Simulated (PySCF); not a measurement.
CHO3 (SMILES O=C([O-])O), charge -1, singlet, at a GFN2-xTB geometry, with bond 3-2 at 3.0 times its length; PySCF with PBE/STO-3G.

The PySCF input:
```python
from pyscf import gto, scf, dft

mol = gto.Mole()
mol.atom = '''
    O     1.133934   -0.595474    0.060069
    C    -0.172049    0.046248   -0.010546
    O    -0.008373    3.727898    0.120441
    O    -1.108087   -0.728969   -0.101257
    H     1.765446    0.130336    0.127853
'''
mol.basis = 'sto-3g'
mol.charge = -1
mol.spin = 0
mol.verbose = 5
mol.build()

mf = dft.RKS(mol)
mf.xc = 'pbe'
mf.kernel()
mo_i, mo_e, stable_i, stable_e = mf.stability(internal=True, external=True, return_status=True, nroots=6, tol=1e-6)
print('internally stable:', stable_i, ' externally stable:', stable_e)
if not stable_e:
    umf = mf.to_uhf() if not hasattr(mf, 'xc') else mf.to_uks()
    umf.scf_summary = {}
    umf.kernel(umf.make_rdm1(mo_e, umf.mo_occ))
```

What the program printed (banner, timings and long lists left out):

```
PySCF version 2.14.0

[INPUT] verbose = 5
[INPUT] max_memory = 4000
[INPUT] num. atoms = 5
[INPUT] num. electrons = 32
[INPUT] charge = -1
[INPUT] spin (= nelec alpha-beta = 2S) = 0
[INPUT] symmetry False subgroup None
[INPUT] Mole.unit = angstrom
[INPUT] Symbol           X                Y                Z      unit          X                Y                Z       unit  Magmom
[...]
[INPUT] ---------------- BASIS SET ----------------
[INPUT] l, kappa, [nprim/nctr], expnt,             c_1 c_2 ...
[INPUT] O
[...]
                                23.808861         0.53532814
                                6.4436083         0.44463454
[...]
                                1.1695961         0.39951283
                                0.380389          0.70011547
[...]
                                1.1695961         0.60768372
                                0.380389          0.39195739
[INPUT] H
[...]
                                0.62391373        0.53532814
                                0.1688554         0.44463454
[INPUT] C
[...]
                                13.045096         0.53532814
                                3.5305122         0.44463454
[...]
                                0.6834831         0.39951283
                                0.2222899         0.70011547
[...]
                                0.6834831         0.60768372
                                0.2222899         0.39195739

nuclear repulsion = 83.6323065844028
number of shells = 13
number of NR pGTOs = 63
number of NR cGTOs = 21
basis = sto-3g
ecp = {}

******** <class 'pyscf.dft.rks.RKS'> ********
method = RKS
initial guess = minao
damping factor = 0
level_shift factor = 0
DIIS = <class 'pyscf.scf.diis.CDIIS'>
diis_start_cycle = 1
diis_space = 8
diis_damp = 0
SCF conv_tol = 1e-09
SCF conv_tol_grad = None
SCF max_cycles = 50
direct_scf = True
direct_scf_tol = 1e-13
XC library pyscf.dft.libxc version 7.1.2
    S. Lehtola, C. Steigemann, M. J. T. Oliveira, and M. A. L. Marques,  SoftwareX 7, 1–5 (2018)
XC functionals = pbe
    J. P. Perdew, K. Burke, and M. Ernzerhof,  Phys. Rev. Lett. 77, 3865 (1996)
    J. P. Perdew, K. Burke, and M. Ernzerhof,  Phys. Rev. Lett. 78, 1396 (1997)
    J. P. Perdew, K. Burke, and M. Ernzerhof,  Phys. Rev. Lett. 77, 3865 (1996)
    J. P. Perdew, K. Burke, and M. Ernzerhof,  Phys. Rev. Lett. 78, 1396 (1997)
radial grids:
    Treutler-Ahlrichs [JCP 102, 346 (1995); DOI:10.1063/1.469408] (M4) radial grids

becke partition: Becke, JCP 88, 2547 (1988); DOI:10.1063/1.454033
pruning grids: <function nwchem_prune>
grids dens level: 3
symmetrized grids: False
atomic radii adjust function: <function treutler_atomic_radii_adjust>
small_rho_cutoff = 0
Set gradient conv threshold to 3.16228e-05
Initial guess from minao.
atom O rad-grids = 75, ang-grids = [ 50  50  50  50  50  50  50  50  50  50  50  50  50  50  50  50  50  50
  50  50  50  50  50  86  86  86  86  86  86  86  86  86 266 266 266 266
 266 266 266 302 302 302 302 302 302 302 302 302 302 302 302 302 302 302
 302 302 302 302 302 266 266 266 266 266 266 266 266 266 266 266 266 266
 266 266 266]
atom C rad-grids = 75, ang-grids = [ 50  50  50  50  50  50  50  50  50  50  50  50  50  50  50  50  50  50
  50  50  50  50  86  86  86  86  86  86  86  86  86  86 266 266 266 266
 266 266 302 302 302 302 302 302 302 302 302 302 302 302 302 302 302 302
 302 302 302 302 266 266 266 266 266 266 266 266 266 266 266 266 266 266
 266 266 266]
atom H rad-grids = 50, ang-grids = [ 50  50  50  50  50  50  50  50  50  50  50  50  50  50  50  86  86  86
  86 266 266 266 266 266 302 302 302 302 302 302 302 302 302 302 302 302
 302 266 266 266 266 266 266 266 266 266 266 266 266 266]
tot_boxes 2016, boxes in each direction [12 14  7]
Padding 4 grids
tot grids = 66176
nelec by numeric integration = 30.595585438856684
E1 = -521.8776695514916  E2 = 177.7360220271313  Ecoul = 208.59828539235897  Exc = -30.862263365227676
init E= -260.509340939958
cond(S) = 7.5078451881017205
  mo_energy =
[...]
SCF not converged.
<class 'pyscf.dft.rks.RKS'> wavefunction has an internal instability
<class 'pyscf.dft.rks.RKS'> wavefunction has an real -> complex instability
<class 'pyscf.dft.rks.RKS'> wavefunction has an RHF/RKS -> UHF/UKS instability
internally stable: False  externally stable: False
[...]
cycle= 46 E= -258.396250631379  delta_E= 0.12  |g|= 0.839  |ddm|= 0.166
  alpha mo_energy =
[-18.26436955 -18.10728266 -18.06852734  -9.17728054  -0.52782663
  -0.49883276  -0.46467348  -0.04518719   0.04493031   0.10311744
   0.10315143   0.10464934   0.10964401   0.12065153   0.16963931
   0.24828699   0.33755796   0.49832884   0.66703371   0.77916875
   1.00186232]
  beta  mo_energy =
[-18.26436954 -18.10726351 -18.06853045  -9.17728809  -0.52779176
  -0.49883271  -0.46467287  -0.04518896   0.04493001   0.10311747
   0.10315147   0.10464934   0.10963683   0.12066602   0.16968095
   0.2482934    0.33755525   0.4983159    0.66699191   0.7791757
   1.00186962]
multiplicity <S^2> = 2.1873024e-07  2S+1 = 1.0000004
nelec by numeric integration = [16.00001113 16.00001113]
E1 = -532.5570027661973  E2 = 190.12440518869354  Ecoul = 222.2186571686813  Exc = -32.094251979987746
cycle= 47 E= -258.800290993101  delta_E= -0.404  |g|= 0.265  |ddm|= 0.713

  alpha mo_energy =
[-18.30285854 -18.27889323 -17.76389411  -9.41700068  -0.69007339
  -0.62381108  -0.20373465  -0.19007871  -0.10092046  -0.04126843
  -0.03397692   0.02087292   0.0924015    0.18287346   0.33542055
   0.41916765   0.41920238   0.41979189   0.52511022   0.60517286
   0.8272655 ]
  beta  mo_energy =
[-18.30281745 -18.27889188 -17.76389411  -9.41703515  -0.69000745
  -0.62378129  -0.20373406  -0.19007871  -0.10093057  -0.04128183
  -0.03396578   0.02096212   0.09243534   0.18282961   0.33536194
   0.41916768   0.41920239   0.41979189   0.52507672   0.6051425
   0.82724399]
multiplicity <S^2> = 5.5301665e-08  2S+1 = 1.0000001
nelec by numeric integration = [16.00000611 16.00000611]
E1 = -540.5962436193489  E2 = 200.04837673503891  Ecoul = 232.0245299042835  Exc = -31.976153169244597
cycle= 48 E= -256.915560299907  delta_E= 1.88  |g|= 0.335  |ddm|= 3.27
  alpha mo_energy =
[-1.84249940e+01 -1.83319329e+01 -1.75527082e+01 -9.50424625e+00
 -7.64117867e-01 -6.96579060e-01 -2.94309982e-01 -1.52984188e-01
 -1.06261768e-01 -8.76975077e-02 -5.62185871e-02 -2.18021265e-02
  1.46554436e-02  1.31820272e-01  2.83820399e-01  4.28091786e-01
  5.16777738e-01  5.51433633e-01  5.51762402e-01  5.64876267e-01
  7.75875733e-01]
  beta  mo_energy =
[-1.84249913e+01 -1.83319009e+01 -1.75527082e+01 -9.50428050e+00
 -7.64101474e-01 -6.96520085e-01 -2.94307274e-01 -1.53021632e-01
 -1.06236674e-01 -8.77061993e-02 -5.62185979e-02 -2.17509288e-02
  1.46902516e-02  1.31784450e-01  2.83773029e-01  4.28089951e-01
  5.16736698e-01  5.51433632e-01  5.51762321e-01  5.64876257e-01
  7.75848263e-01]
multiplicity <S^2> = 9.5618155e-08  2S+1 = 1.0000002
nelec by numeric integration = [15.99999903 15.99999903]
E1 = -541.6245420482646  E2 = 207.6883617484085  Ecoul = 239.72440890336313  Exc = -32.03604715495462
cycle= 49 E= -250.303873715453  delta_E= 6.61  |g|= 0.286  |ddm|= 3.84
  alpha mo_energy =
[-1.83753728e+01 -1.80828109e+01 -1.80181737e+01 -9.14534128e+00
 -5.85262055e-01 -5.06418812e-01 -4.44304535e-01 -4.44329810e-02
  1.09505836e-02  1.30956528e-02  2.54893338e-02  8.15111754e-02
  1.35640479e-01  1.58466135e-01  2.14760559e-01  2.64599348e-01
  3.78636924e-01  5.37836273e-01  6.55675875e-01  7.87042333e-01
  1.04598991e+00]
  beta  mo_energy =
[-1.83753728e+01 -1.80828169e+01 -1.80181929e+01 -9.14531099e+00
 -5.85262048e-01 -5.06437267e-01 -4.44341788e-01 -4.44429912e-02
  1.09505872e-02  1.30957032e-02  2.54893504e-02  8.15365239e-02
  1.35623461e-01  1.58475106e-01  2.14739381e-01  2.64570432e-01
  3.78674484e-01  5.37884425e-01  6.55646760e-01  7.87092997e-01
  1.04602551e+00]
multiplicity <S^2> = 6.8701311e-07  2S+1 = 1.0000014
nelec by numeric integration = [16.00001113 16.00001113]
E1 = -532.4996280216243  E2 = 190.06772707178055  Ecoul = 222.1479024922368  Exc = -32.080175420456236
cycle= 50 E= -258.799594365441  delta_E= -8.5  |g|= 0.228  |ddm|= 5.04
SCF not converged.
SCF energy = -258.799594365441 after 50 cycles  <S^2> = 6.8701311e-07  2S+1 = 1.0000014
```

Convergence was not reached.
